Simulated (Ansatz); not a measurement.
Reactions of CH4AlFO (`C[O][AlH][F]`).

Program: Ansatz. Geometries: PBE0-D4/def2-TZVP. ΔE: electronic, gas phase. CCSD(T)/CBS adds triple-zeta CCSD(T) − MP2 to the extrapolated MP2 energy (def2 sets, frozen cores). This one scheme is used for every species. Functionals use def2-TZVPP. One conformer a species, not always the lowest.

```json
{"reaction": "`C[O][AlH][F]` + `C=C[SiH](Cl)Cl` → `C[O][AlH2]` + `C=C[Si](F)(Cl)Cl`", "PBE-D4 (kJ/mol)": "46", "CCSD(T)/CBS(def2) (kJ/mol)": "49"}
{"reaction": "`C[O][AlH][F]` + `N[SiH]([SiH3])S` → `C[O][Al]([F])[SH]` + `N[SiH2][SiH3]`", "PBE-D4 (kJ/mol)": "-34", "CCSD(T)/CBS(def2) (kJ/mol)": "-39"}
{"reaction": "`C[O][AlH][F]` + `COC(C)C` → `CC(C)[O][AlH][F]` + dimethyl ether", "PBE-D4 (kJ/mol)": "-7", "CCSD(T)/CBS(def2) (kJ/mol)": "-5"}
{"reaction": "`C[O][AlH][F]` + `C=C(O)[SiH3]` → `C=C([SiH3])[O][AlH][F]` + CH₃OH", "PBE-D4 (kJ/mol)": "5", "CCSD(T)/CBS(def2) (kJ/mol)": "2"}
{"reaction": "`C[O][AlH][F]` → `[CH3][Al]([OH])[F]`", "PBE-D4 (kJ/mol)": "-107", "CCSD(T)/CBS(def2) (kJ/mol)": "-110"}
```

Largest T1 diagnostic: 0.013, for `C=C([SiH3])[O][AlH][F]`.
